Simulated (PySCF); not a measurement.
C5H15PSi.
Structure used (PBE0-D3(BJ)/def2-SVP), in Å, numbered top down from 1:
```xyz
22
C5H15PSi angstrom
C     -1.6962    1.7365    0.5140
P     -1.4359   -0.0791    0.8336
C     -2.2554   -0.7928   -0.6772
Si     0.7409   -0.2654    0.2171
C      1.1642   -2.1005    0.1927
C      1.0758    0.4890   -1.4797
C      1.7721    0.6220    1.5196
H     -1.4244    2.0443   -0.5083
H     -1.1020    2.3242    1.2300
H     -2.7556    1.9843    0.6824
H     -2.0699   -1.8768   -0.7160
H     -1.9125   -0.3398   -1.6211
H     -3.3440   -0.6476   -0.5975
H      0.5987   -2.6310   -0.5895
H      0.9260   -2.5697    1.1600
H      2.2372   -2.2527   -0.0066
H      0.4584    0.0182   -2.2607
H      0.8703    1.5707   -1.4880
H      2.1324    0.3470   -1.7604
H      2.8473    0.5238    1.2978
H      1.5349    1.6968    1.5570
H      1.5896    0.1984    2.5194
```

Level of theory: PySCF 2.14.0, density-fitted response routines, TDDFT CAM-B3LYP/def2-SVPD, vertical, gas phase, core orbitals frozen in the response.

Frontier orbitals with the atoms that hold most of them (Löwdin shares over 4%, at most four atoms; ? is withheld):

```
orbital  ε (eV)                            atoms
 LUMO+2    1.60     P2 11%, Si4 9%, C7 8%, C5 8%
 LUMO+1    1.47    P2 14%, C1 11%, C3 11%, C5 6%
   LUMO    1.13                                ?
   HOMO       ?                                ?
 HOMO-1   -9.23  P2 31%, Si4 17%, C1 10%, C3 10%
 HOMO-2   -9.92  C5 24%, C7 24%, Si4 19%, H14 4%
 HOMO-3  -10.11    C6 33%, Si4 20%, C7 9%, C5 8%
```

Question: Which atoms hold the LUMO, and with what shares?

Answer: C6 (bonded to Si and 3 H) 11%; Si4 (bonded to 3 C and P) 10%; C3 (bonded to P and 3 H) 7%; C1 (bonded to P and 3 H) 7%. By element: carbon 24% or more, silicon 10%.

Question: Which atoms hold the HOMO, and with what shares?

Answer: P2 (bonded to 2 C and Si) 58%; Si4 (bonded to 3 C and P) 10%; C1 (bonded to P and 3 H) 9%; C3 (bonded to P and 3 H) 9%. By element: phosphorus 58%, carbon 18% or more, silicon 10%.

Question: What is the HOMO energy, and the HOMO–LUMO gap?

Answer: ε(HOMO) = -7.38 eV; the gap is 8.51 eV (0.3126 hartree).

Question: The HOMO–LUMO gap is 8.51 eV. Where does the response calculation put the lowest singlet, and from which orbitals?

Answer: S1 is at 5.72 eV (f = 0.015), 2.78 eV below the gap, made of HOMO→LUMO+1 (82%), HOMO→LUMO+6 (9%). Its leading pair isn't HOMO and LUMO; the energies of that pair differ by 8.86 eV. 

Question: One configuration dominates each of S1 and S2. Which, and how do the shares of the two leading atoms of either orbital change from the occupied to the empty one?

Answer: 
- S1 (5.72 eV, f 0.015), HOMO→LUMO+1 (82%): P2 58% → 14%, Si4 10% → at most 7%, C1 9% → 11%
- S2 (5.94 eV, f 0.062), HOMO→LUMO (72%): P2 58% → at most 7%, Si4 10% → 10%, C6 at most 10% → 11%

Without π bonds the low states may be Rydberg-like; a valence basis with one diffuse set may place them up to an eV too high.
